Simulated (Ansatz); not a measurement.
A nudged elastic band was laid between two geometries of CH7FN2OSi (13 atoms, charge 0, multiplicity 1).

Method: RKS B3LYP-D4/def2-SVP (Ansatz).

```json
{
  "movable images": "7",
  "climbing image": "yes",
  "spring": "5.0 eV/Å²",
  "optimiser": "quadratic models (default)",
  "start path": "IDPP",
  "force threshold": "0.03 eV/Å",
  "iteration limit": "60",
  "end points": "relaxed"
}
```

Image 0:

```xyz
13
Properties=species:S:1:pos:R:3
N -0.391 -1.645 -0.960
C -0.036 -0.884 0.174
O 0.774 -1.645 1.005
F -1.201 -0.577 0.908
N 0.522 0.393 -0.145
Si -0.305 1.924 0.045
H -0.297 -2.645 -0.806
H 0.086 -1.344 -1.801
H 0.898 -1.148 1.827
H 1.484 0.353 -0.462
H -0.564 2.293 1.467
H 0.643 2.920 -0.535
H -1.594 1.970 -0.699
```

Image 8:

```xyz
13
Properties=species:S:1:pos:R:3
N -0.005 -1.747 -0.957
C 0.056 -0.897 0.165
O 0.706 -1.584 1.163
F -1.250 -0.574 0.658
N 0.609 0.383 -0.137
Si -0.228 1.911 0.035
H -0.317 -2.681 -0.698
H -0.609 -1.359 -1.676
H 0.856 -0.962 1.888
H 1.489 0.325 -0.638
H -0.582 2.214 1.450
H 0.760 2.920 -0.445
H -1.463 2.017 -0.794
```

(1) Which bonds break or form, and what moves?

(2) Give the energies along the band, and the barrier.

(3) What is the geometry of the highest image?

The band took 10 iterations and roughly 8 core-minutes.

## Answers

(1) No bond is made or broken. The height of N1 over the plane of its neighbours goes from -0.31 to 0.35 Å.

(2) It converged. The highest image is number 3 of 0 to 8, 0.2 kJ/mol above the first end and 14.3 kJ/mol above the last; the last end lies 14.1 kJ/mol below the first. The top lies less than 8 meV above the higher end, about what the thresholds resolve: that end is a shoulder or a very shallow well. A vibrational analysis at the climbing image gives one clearly imaginary mode, 314i cm⁻¹: a first-order saddle point.

```
image  path coordinate (Å)  energy (kJ/mol)  height of N1 over the plane of its neighbours (Å)
    0                 0.00              0.0                                              -0.31
    1                 0.23             -0.1                                              -0.29
    2                 0.46             -0.1                                              -0.26
    3                 0.69              0.2                                              -0.14
    4                 0.88             -2.6                                               0.04
    5                 1.08             -9.7                                               0.22
    6                 1.27            -13.5                                               0.33
    7                 1.47            -14.0                                               0.34
    8                 1.66            -14.1                                               0.35
```

(3) 
```xyz
13
Properties=species:S:1:pos:R:3
N -0.232 -1.770 -0.914
C -0.033 -0.887 0.141
O 0.700 -1.546 1.115
F -1.269 -0.519 0.761
N 0.493 0.379 -0.266
Si -0.252 1.926 0.073
H -0.048 -2.750 -0.752
H -0.166 -1.412 -1.853
H 0.679 -0.998 1.913
H 1.433 0.325 -0.645
H -0.413 2.211 1.529
H 0.704 2.920 -0.499
H -1.576 2.088 -0.588
```

The run took 4.1 min on 2 threads of Arm Neoverse V2 (shared host), peak memory 0.31 GiB.
